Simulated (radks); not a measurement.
Task: Ce9+, 49 electrons, occupied as [Kr] 4d10 5s2 5p1 (the NIST ground configuration). Method: Dirac Kohn-Sham, LDA (Slater exchange, Perdew-Wang correlation), spin-unpolarised, spherical densities, finite nucleus; open shells are shared between the two j in proportion to 2j + 1; Fermi nuclear charge, rms radius 4.8771 fm; computed with a radial shooting solver on a logarithmic mesh with Libxc functionals. Some entries of the table are withheld. Estimate them.

orbital      occ.  eigenvalue (eV)  r(max) (bohr)  <r> (bohr)
1s1/2           2        -40325.37        0.01575     0.02459
2s1/2           2        -6568.127            (1)      0.1048
2p1/2           2        -6212.007        0.06799     0.08798
2p3/2           4        -5765.947        0.07325     0.09418
3s1/2           2        -1519.241            (2)      0.2786
3p1/2           2        -1368.009         0.2417         (3)
3p3/2           4        -1280.346         0.2531         (4)
3d3/2           4        -1014.741         0.2032      0.2514
3d5/2           6        -995.8949         0.2064      0.2552
4s1/2           2        -410.2050         0.5916      0.6332
4p1/2           2        -353.7033         0.6001      0.6500
4p3/2           4        -334.3175         0.6243      0.6764
4d3/2           4        -240.8976         0.6419         (5)
4d5/2           6        -237.4148         0.6497         (6)
5s1/2           2        -152.9376          1.286       1.350
5p1/2    0.333333              (7)          1.363       1.436
5p3/2    0.666667              (8)          1.410       1.481

Result: 
(1) 2s1/2 r(max) (bohr): 0.08930
(2) 3s1/2 r(max) (bohr): 0.2551
(3) 3p1/2 <r> (bohr): 0.2682
(4) 3p3/2 <r> (bohr): 0.2804
(5) 4d3/2 <r> (bohr): 0.7217
(6) 4d5/2 <r> (bohr): 0.7304
(7) 5p1/2 eigenvalue (eV): -134.1001
(8) 5p3/2 eigenvalue (eV): -129.6534
